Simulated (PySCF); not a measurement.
Rb (rubidium, neutral) across methods

[Kr] 4d1, 2D determinant (an excited configuration). All numbers are calculated (PySCF 2.14, scalar relativity by spin-free X2C-1e, in x2c-TZVPPall with one added diffuse shell each of s, p, d, f type (9s7p7d3f1g, 95 functions)).

| method | E (hartree) | mean ε 4p α (eV) | mean ε 4p β (eV) | mean ε 4d α (eV) | Σ⟨r²⟩ (bohr²) | ⟨S²⟩ |
| --- | --- | --- | --- | --- | --- | --- |
| LDA | -2976.89 | -17.089 | -17.016 | -0.883 | 96.60 | 0.750 |
| MN15 | -2982.73 | -19.883 | -19.793 | -0.991 | 136.9 | 0.751 |
| TPSS | -2980.80 | -17.312 | -17.236 | -0.880 | 99.53 | 0.750 |
| r2SCAN | -2980.89 | -17.732 | -17.662 | -0.872 | 101.0 | 0.750 |
| PBE0 | -2980.61 | -18.934 | -18.855 | -1.196 | 100.7 | 0.750 |
| PBE | -2980.53 | -17.025 | -16.946 | -0.950 | 97.05 | 0.750 |
| UHF | -2979.03708 | -23.862 | -23.823 | -1.621 | 130.4 | 0.750 |
| wB97M-V | -2980.67 | -21.482 | -21.412 | -1.566 | 115.3 | 0.750 |

**Question.** Estimate the same row for B3LYP.

**Answer.** E (hartree) = -2980.95; mean ε 4p α (eV) = -18.449; mean ε 4p β (eV) = -18.384; mean ε 4d α (eV) = -1.159; Σ⟨r²⟩ (bohr²) = 98.47; ⟨S²⟩ = 0.750.
